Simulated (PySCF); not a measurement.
CH₉ClSi₃.
SMILES with atom numbers: `[CH3:1][SiH2:2][Si@H:3]([SiH3:4])[Cl:5]` (hydrogens: H6, H7, H8 on C1; H9, H10 on Si2; H11 on Si3; H12, H13, H14 on Si4)

Computed with PBE0-D3(BJ)/def2-SVP geometry optimisation, gas phase (PySCF 2.14.0).

Give the optimised bond lengths and angles.

| bond | length (pm) |
| --- | --- |
| C1–Si2 | 188.4 |
| Si2–Si3 | 234.4 |
| Si3–Si4 | 234.1 |
| Si3–Cl5 | 209.2 |
| C1–H6, C1–H7, C1–H8 | 110.1 |
| Si2–H9 | 149.6 |
| Si2–H10 | 149.7 |
| Si3–H11 | 149.7 |
| Si4–H12, Si4–H13, Si4–H14 | 149.5 |

Bonds in one row agree within 1 pm and their mean is given. A selection of angles:
| angle | degrees |
| --- | --- |
| Si2–C1–H6 | 110.8 |
| H6–C1–H7 | 108.1 |
| C1–Si2–Si3 | 110.8 |
| C1–Si2–H9 | 111.3 |
| C1–Si2–H10 | 110.9 |
| Si3–Si2–H9 | 108.4 |
| Si3–Si2–H10 | 106.9 |
| H9–Si2–H10 | 108.4 |
| Si2–Si3–Si4 | 112.8 |
| Si2–Si3–Cl5 | 107.5 |
| Si2–Si3–H11 | 111.4 |
| Si4–Si3–Cl5 | 107.2 |
| Si4–Si3–H11 | 109.9 |
| Cl5–Si3–H11 | 107.8 |
| Si3–Si4–H12 | 109.5 |
| Si3–Si4–H13 | 111.0 |
| H12–Si4–H13 | 109.1 |

Torsions: C1–Si2–Si3–Si4 -59° (synclinal).

Si4 (SiH3 silicon) is tetrahedral (angles from 108.8° to 111.0°). Si3 (chlorine-bound silicon) is tetrahedral (angles from 107.2° to 112.8°). Si2 (SiH2 silicon) is tetrahedral (angles from 106.9° to 111.3°).

Point group: C1 (no symmetry element, even within 0.4 Å). PBE0-D3(BJ)/def2-SVP frequencies: not computed here. One conformer, not necessarily the lowest.
